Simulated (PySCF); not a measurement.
## Ionisation energy of La⁺ by level of theory

La⁺ [Xe] 5d2 [5d3/2^2, M_J = 2] → La²⁺ [Xe] 5d1 [5d3/2^1, M_J = 3/2], as a difference of total energies. Computed with PySCF 2.14 in x2c-QZVPPall-2c (16s16p12d6f2g, 184 functions), with the two-component X2C-1e Hamiltonian. Correlated levels: [Ar] 3d10 frozen; the 40 highest virtual spinors dropped. "Screened" scales the spin-orbit matrix elements by Boettger's factors to mimic the two-electron term; Breit and QED terms are absent.

```json
{"method": "GHF (spin-free)", "ionisation energy (eV)": "10.368", "error (eV)": "-0.817"}
{"method": "GMP2 (spin-free)", "ionisation energy (eV)": "11.013", "error (eV)": "-0.172"}
{"method": "GHF (screened spin-orbit)", "ionisation energy (eV)": "10.380", "error (eV)": "-0.805"}
{"method": "GMP2 (screened spin-orbit)", "ionisation energy (eV)": "11.025", "error (eV)": "-0.160"}
```

Reference: 11.185 eV (measured; NIST Atomic Spectra Database, ionization energies).

The spin-free rows relax to the high-spin LS determinant and lack the spin-orbit shift.

The labels give the starting determinants; with spin-orbit coupling the two ends relaxed to ⟨J²⟩ = 6.43, ⟨L²⟩ = 10.92, ⟨S²⟩ = 1.76 and ⟨J²⟩ = 3.77, ⟨L²⟩ = 6.06, ⟨S²⟩ = 0.79.

The determinant of La⁺ mixes levels of different J (the jj label is only the starting occupation), so the difference between spin-free and spin-orbit rows is not the physical spin-orbit shift.
